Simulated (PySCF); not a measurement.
NMR data simulated for an unnamed compound:

$^{1}$H NMR (400 MHz, computed): δ 4.10 (t, 3H), 1.59 (m, 2H).

$^{13}$C{$^{1}$H} NMR (computed): δ 129.5 (C), 123.8 (C), 16.6 (CH2).

- geometry: GFN2-xTB
- shielding tensors at PBE0/pcSseg-1 (GIAO)
- run in PySCF
- gas phase, one computed conformer, one averaged value for each set of equivalent atoms, no relativistic terms

Scale: TMS for $^{1}$H, $^{13}$C (reference shieldings calculated alike).

Question: Which of these does the molecule contain: a ketone, a CH3CH2 unit, a nitrile, a Si–H bond, a CF3 group?

Answer: 
- A ketone: no.
- A CH3CH2 unit: no.
- A nitrile: no.
- A Si–H bond: yes (δH 4.10 (t)).
- A CF3 group: yes (δC 129.5).

The data belong to SMILES FC(F)(F)C(F)(F)C[SiH3], C3H5F5Si; they needn't prove each group on their own.

Carbon signals by region: 2 in the sp2 and nitrile region (100–160 ppm), 1 below 50 ppm.

Splittings by $^{19}$F in the carbon and heteronuclear signals aren't shown, as no couplings were computed. Shifts are as computed. Against solution values, carbons near 30 ppm lie about +3 ppm off and those near 130 ppm about +5 ppm. Of 1211 compounds with measured shifts, 218 miss one by over three times the rms of a fit or turn the order of signals round; such compounds aren't used in these exercises. No couplings were computed; multiplicities are counted from neighbouring protons, with m where these are inequivalent, close in shift, in a saturated or five-membered ring or joined by F or P, and br s for small geminal =CH2 splittings.
